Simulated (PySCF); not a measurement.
GeH: script and output

Input:

```python
from pyscf import gto, dft

mol = gto.M(
    atom='Ge 0 0 0; H 0 0 1.702',
    basis='aug-cc-pvdz',
    charge=0,
    spin=1,
    verbose=4,
)
mf = dft.UKS(mol, xc='m062x')
mf.kernel()
mf.analyze()
print('orbital energies (hartree):', [e[max(0, n-3):n+3].round(4) for e, n in zip(mf.mo_energy, mol.nelec)])
```

```bash
$ OMP_NUM_THREADS=1 python input.py
```

The log (some set-up lines and the per-cycle HOMO/LUMO lines with their warnings removed):

```
PySCF version 2.14.0

[INPUT] verbose = 4
[INPUT] num. atoms = 2
[INPUT] num. electrons = 33
[INPUT] charge = 0
[INPUT] spin (= nelec alpha-beta = 2S) = 1
[INPUT] symmetry False subgroup None
[INPUT] Mole.unit = angstrom
[INPUT] Symbol           X                Y                Z      unit          X                Y                Z       unit  Magmom
[INPUT]  1 Ge     0.000000000000   0.000000000000   0.000000000000 AA    0.000000000000   0.000000000000   0.000000000000 Bohr   0.0
[INPUT]  2 H      0.000000000000   0.000000000000   1.702000000000 AA    0.000000000000   0.000000000000   3.216313864010 Bohr   0.0

nuclear repulsion = 9.94927776112809
number of shells = 14
number of NR pGTOs = 97
number of NR cGTOs = 45
basis = aug-cc-pvdz
ecp = {}

******** <class 'pyscf.dft.uks.UKS'> ********
method = UKS
initial guess = minao
damping factor = 0
level_shift factor = 0
DIIS = <class 'pyscf.scf.diis.CDIIS'>
diis_start_cycle = 1
diis_space = 8
diis_damp = 0
SCF conv_tol = 1e-09
SCF conv_tol_grad = None
SCF max_cycles = 50
direct_scf = True
direct_scf_tol = 1e-13
number electrons alpha = 17  beta = 16
XC library pyscf.dft.libxc version 7.0.0
    S. Lehtola, C. Steigemann, M. J.T. Oliveira, and M. A.L. Marques.,  SoftwareX 7, 1–5 (2018)
XC functionals = m062x
    Y. Zhao and D. G. Truhlar.,  Theor. Chem. Acc. 120, 215 (2008)
    Y. Zhao and D. G. Truhlar.,  Theor. Chem. Acc. 120, 215 (2008)
radial grids:
    Treutler-Ahlrichs [JCP 102, 346 (1995); DOI:10.1063/1.469408] (M4) radial grids

becke partition: Becke, JCP 88, 2547 (1988); DOI:10.1063/1.454033
pruning grids: <function nwchem_prune>
grids dens level: 3
symmetrized grids: False
atomic radii adjust function: <function treutler_atomic_radii_adjust>
small_rho_cutoff = 0
Set gradient conv threshold to 3.16228e-05
tot grids = 30448
init E= -2076.69269035727

cycle= 1 E= -2077.4935317924  delta_E= -0.801  |g|= 0.0926  |ddm|= 0.779
cycle= 2 E= -2077.50264530757  delta_E= -0.00911  |g|= 0.0446  |ddm|=  0.3
cycle= 3 E= -2077.50413846914  delta_E= -0.00149  |g|= 0.00697  |ddm|= 0.0731
cycle= 4 E= -2077.50424143586  delta_E= -0.000103  |g|= 0.00159  |ddm|= 0.0201
cycle= 5 E= -2077.50424720369  delta_E= -5.77e-06  |g|= 0.000413  |ddm|= 0.00524
cycle= 6 E= -2077.50424752376  delta_E= -3.2e-07  |g|= 0.000118  |ddm|= 0.00146
cycle= 7 E= -2077.50424754864  delta_E= -2.49e-08  |g|= 3.46e-05  |ddm|= 0.00032
cycle= 8 E= -2077.50424755266  delta_E= -4.02e-09  |g|= 1.28e-05  |ddm|= 0.000119
cycle= 9 E= -2077.50424755339  delta_E= -7.24e-10  |g|= 2.82e-06  |ddm|= 6.58e-05
Extra cycle  E= -2077.50424755341  delta_E= -2.36e-11  |g|= 1.54e-06  |ddm|= 7.59e-06
converged SCF energy = -2077.50424755341  <S^2> = 0.75519329  2S+1 = 2.0051866
**** SCF Summaries ****
Total Energy =                       -2077.504247553409186
Nuclear Repulsion Energy =               9.949277761128085
One-electron Energy =                -2914.025844947511359
Two-electron Energy =                  826.572319632974200
Two-electron Coulomb Energy =          905.913781346063615
DFT Exchange-Correlation Energy =      -79.341461713089430
**** MO energy ****
                             alpha | beta                alpha | beta
[6 lines left out]
MO #7   energy= -4.70443149588775  | -4.70414229547325  occ= 1 | 1
MO #8   energy= -4.69822914231644  | -4.69237011963744  occ= 1 | 1
MO #9   energy= -4.69280865694223  | -4.69089014776158  occ= 1 | 1
MO #10  energy= -1.43445220058646  | -1.43292796294068  occ= 1 | 1
MO #11  energy= -1.43138703993595  | -1.42936831646674  occ= 1 | 1
MO #12  energy= -1.42822977924814  | -1.42810465883862  occ= 1 | 1
MO #13  energy= -1.421447340693    | -1.41871228836879  occ= 1 | 1
MO #14  energy= -1.4206341821825   | -1.41731623971438  occ= 1 | 1
MO #15  energy= -0.550846389104276 | -0.509509668791455 occ= 1 | 1
MO #16  energy= -0.320352945569671 | -0.309607730559732 occ= 1 | 1
MO #17  energy= -0.228031691752981 | -0.0811296739476679 occ= 1 | 0
MO #18  energy= -0.0841933021863979 | -0.0624118193243335 occ= 0 | 0
MO #19  energy= 0.0104338607583137 | 0.00340634034847254 occ= 0 | 0
MO #20  energy= 0.03526602206174   | 0.0270106552433504 occ= 0 | 0
[25 lines left out]

To work with the spin densities directly, `use mulliken_meta_spin()` only printing them here.

 ** Mulliken spin pop alpha/beta on meta-lowdin orthogonal AOs **
 ** Mulliken Spin Density (per AO)  **
 ** Mulliken Spin Density (per atom)  **
spin density of  0 Ge =      1.01868
spin density of  1 H =     -0.01868
 ** Mulliken pop alpha/beta on meta-lowdin orthogonal AOs **
 ** Mulliken pop       alpha | beta **
pop of  0 Ge 1s        1.00000 | 1.00000
pop of  0 Ge 2s        0.99999 | 0.99999
pop of  0 Ge 3s        0.99984 | 0.99984
pop of  0 Ge 4s        0.94505 | 0.92670
pop of  0 Ge 5s        0.00162 | 0.00247
pop of  0 Ge 6s        0.00016 | 0.00006
pop of  0 Ge 2px       1.00000 | 1.00000
pop of  0 Ge 2py       1.00000 | 1.00000
pop of  0 Ge 2pz       1.00000 | 1.00000
pop of  0 Ge 3px       0.99995 | 0.99995
pop of  0 Ge 3py       0.99999 | 0.99996
pop of  0 Ge 3pz       0.99998 | 0.99998
[33 lines left out]
In total            17.00000 | 16.00000
 ** Mulliken atomic charges   ( Nelec_alpha | Nelec_beta ) **
charge of  0Ge =      0.09254  (    16.46307     15.44439 )
charge of  1H =     -0.09254  (     0.53693      0.55561 )
Dipole moment(X, Y, Z, Debye):  0.00000,  0.00000, -0.34423
orbital energies (hartree): [array([-0.5508, -0.3204, -0.228 , -0.0842,  0.0104,  0.0353]), array([-1.4173, -0.5095, -0.3096, -0.0811, -0.0624,  0.0034])]
```

In short: E(SCF) = -2077.504248 Eh, 9 cycles, ⟨S²⟩ = 0.755, μz(SCF) = -0.34 D.

Hardware: Intel Xeon 6975P-C, 1 thread, shared host. Wall time 2.5 s.

The bond length is a typed value, not an optimised one. No search for the lowest solution was made.
